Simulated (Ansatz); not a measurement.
Start from `O=C(O)c1cccc2ccccc12` and change one atom or group to get `c1ccc2ccccc2c1`.

Ansatz, PBE0-D4/def2-TZVP geometries, multiplicity 1. Each molecule was computed in one conformer, which needn't be the lowest.

```csv
property,`O=C(O)c1cccc2ccccc12`
HOMO–LUMO gap (PBE0/def2-TZVPP) / eV,4.76
LUMO energy (PBE/def2-TZVPP) / eV,-2.64
HOMO energy (PBE/def2-TZVPP) / eV,-5.74
HOMO–LUMO gap (B3LYP/def2-TZVPP) / eV,4.41
size of the dipole moment (ωB97M-V/def2-TZVPP) / D,2.02
size of the dipole moment (B3LYP/def2-TZVPP) / D,2.11
```

(1) What does the change do to each property? (Estimate.)

Results:

(1) Ansatz gave: 
```json
{"property": "HOMO–LUMO gap (PBE0/def2-TZVPP) / eV", "`c1ccc2ccccc2c1`": "5.16", "shift": "0.40"}
{"property": "LUMO energy (PBE/def2-TZVPP) / eV", "`c1ccc2ccccc2c1`": "-2.00", "shift": "0.64"}
{"property": "HOMO energy (PBE/def2-TZVPP) / eV", "`c1ccc2ccccc2c1`": "-5.48", "shift": "0.26"}
{"property": "HOMO–LUMO gap (B3LYP/def2-TZVPP) / eV", "`c1ccc2ccccc2c1`": "4.80", "shift": "0.39"}
{"property": "size of the dipole moment (ωB97M-V/def2-TZVPP) / D", "`c1ccc2ccccc2c1`": "0.00", "shift": "-2.02"}
{"property": "size of the dipole moment (B3LYP/def2-TZVPP) / D", "`c1ccc2ccccc2c1`": "0.00", "shift": "-2.11"}
```

With PBE0 the HOMO rises by 0.28 eV and the LUMO rises by 0.68 eV, so the gap widens by about 0.40 eV. PBE moves the HOMO by 0.26 eV and ωB97M-V by 0.26 eV.

Positive LUMOs are unbound, so they and the gaps depend on the basis.

B3LYP here is the variant with VWN-RPA as its local correlation; programs differ in this.
